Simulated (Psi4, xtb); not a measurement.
Intermolecular potential of N2 ··· F4Si (SMILES N#N and F[Si](F)(F)F). Monomers: optimised at B3LYP-D3(BJ) (def2-TZVP), held rigid. Orientation: lowest of the rigid-body minima from ten starts at GFN2-xTB. Only R, the distance of the centres of mass, is varied, so the lowest point isn't the relaxed dimer.

Levels: HF/aug-cc-pVDZ, counterpoise-corrected (Psi4); PBE/def2-TZVP, counterpoise-corrected (Psi4); GFN1-xTB (xtb); SAPT0/jun-cc-pVDZ, frozen core (Psi4).

Interaction energies in kcal/mol:

| R / Å | HF/aug-cc-pVDZ | PBE/def2-TZVP | GFN1-xTB |
|---|---|---|---|
| 2.93 | 16.25 | 12.08 | -1.50 |
| 3.16 | 7.57 | 5.14 | -3.69 |
| 3.38 | 3.43 | 1.89 | -3.65 |
| 3.57 | 1.61 | 0.53 | -3.01 |
| 3.79 | 0.57 | -0.17 | -2.18 |
| 3.98 | 0.16 | -0.39 | -1.59 |
| 4.25 | -0.07 | -0.43 | -1.00 |
| 4.53 | -0.12 | -0.36 | -0.64 |
| 5.09 | -0.09 | -0.19 | -0.30 |
| 5.79 | -0.04 | -0.07 | -0.14 |
| 6.74 | -0.02 | -0.02 | -0.06 |
| 8.07 | -0.01 | -0.01 | -0.02 |

**Question.** What does SAPT0/jun-cc-pVDZ give at the same points?

**Answer.** 2.93: 11.45; 3.16: 4.42; 3.38: 1.31; 3.57: 0.09; 3.79: -0.48; 3.98: -0.62; 4.25: -0.59; 4.53: -0.47; 5.09: -0.26; 5.79: -0.12; 6.74: -0.05; 8.07: -0.02 (kcal/mol).
